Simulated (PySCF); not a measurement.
A calculated (B2PLYP, PySCF 2.14, aug-cc-pV(T+d)Z, no relativity, point nucleus) atom or ion has these occupied shells.

```csv
shell,electrons,orbital energy (eV),"rms radius, mean of both spins (bohr)"
1s α,1,-1574.7,0.140
1s β,1,-1574.5,0.140
2s α,1,-142.23,0.681
2s β,1,-141.73,0.681
2p α,3,-100.02,0.674
2p β,3,-99.773,0.674
3s α,1,-26.462,2.36
```

Problem. Name the element and its charge.

Solution. Al²⁺ (aluminium, charge +2), in [Ne] 3s1, 2S determinant.
